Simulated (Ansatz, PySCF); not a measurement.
C₂H₈O₂Si, SMILES CO[Si@@H](C)O. Atoms are numbered in the order given.

```xyz
13

C      1.3385    -0.8324     1.3762
O      1.2865    -0.1144     0.1759
Si    -0.1228     0.3527    -0.5756
C     -1.2588    -1.0855    -0.8843
O     -0.9874     1.4128     0.3760
H      0.7547    -0.3460     2.1787
H      0.9593    -1.8646     1.2592
H      2.3859    -0.8966     1.7094
H      0.3505     1.0092    -1.8249
H     -2.1415    -0.7663    -1.4590
H     -0.7446    -1.8767    -1.4511
H     -1.6153    -1.5140     0.0653
H     -0.5603     2.2535     0.5646
```

Geometry optimised at PBE0-D3(BJ)/def2-SVP. The structure was generated by enumeration; whether it is a known compound was not checked. Other conformers were not sampled.

Two levels are set side by side: PBE-D3(BJ)/def2-SVP (Ansatz, an electronic-structure program) and PBE0-D3(BJ)/def2-SVP (Ansatz). Each level has its own optimised geometry; the coordinates shown are those of the second. Frequencies come from the Hessian of PySCF at each geometry. Differences are taken from unrounded values.

| quantity | PBE0-D3(BJ) |
|---|---|
| mean bond length (Å) | 1.304 |
| bond C1–O2 (Å) | 1.400 |
| bond O2–Si3 (Å) | 1.664 |
| bond Si3–C4 (Å) | 1.859 |
| bond Si3–O5 (Å) | 1.666 |
| bond C1–H6 (Å) | 1.105 |
| bond C1–H7 (Å) | 1.106 |
| bond C1–H8 (Å) | 1.101 |
| bond Si3–H9 (Å) | 1.488 |
| bond C4–H10 (Å) | 1.101 |
| bond C4–H11 (Å) | 1.101 |
| bond C4–H12 (Å) | 1.101 |
| bond O5–H13 (Å) | 0.962 |
| highest harmonic wavenumber (cm⁻¹) | 3931 |
| mean harmonic wavenumber (cm⁻¹) | 1366 |
| zero-point energy (kcal/mol) | 64.45 |

What does PBE-D3(BJ) give, and how far is it from PBE0-D3(BJ)? (An estimate is asked for; the answer gives what the named calculation found.)


```tsv
quantity	PBE-D3(BJ)	PBE-D3(BJ) minus PBE0-D3(BJ)
mean bond length (Å)	1.316	0.011
bond C1–O2 (Å)	1.414	0.014
bond O2–Si3 (Å)	1.682	0.018
bond Si3–C4 (Å)	1.870	0.012
bond Si3–O5 (Å)	1.684	0.017
bond C1–H6 (Å)	1.114	0.009
bond C1–H7 (Å)	1.115	0.009
bond C1–H8 (Å)	1.110	0.009
bond Si3–H9 (Å)	1.500	0.011
bond C4–H10 (Å)	1.109	0.008
bond C4–H11 (Å)	1.109	0.008
bond C4–H12 (Å)	1.109	0.008
bond O5–H13 (Å)	0.973	0.012
highest harmonic wavenumber (cm⁻¹)	3761	-170
mean harmonic wavenumber (cm⁻¹)	1321	-46
zero-point energy (kcal/mol)	62.30	-2.16
```

Exact exchange shortens and stiffens bonds; PBE has none. Differences between two approximate levels are no errors against the true value.
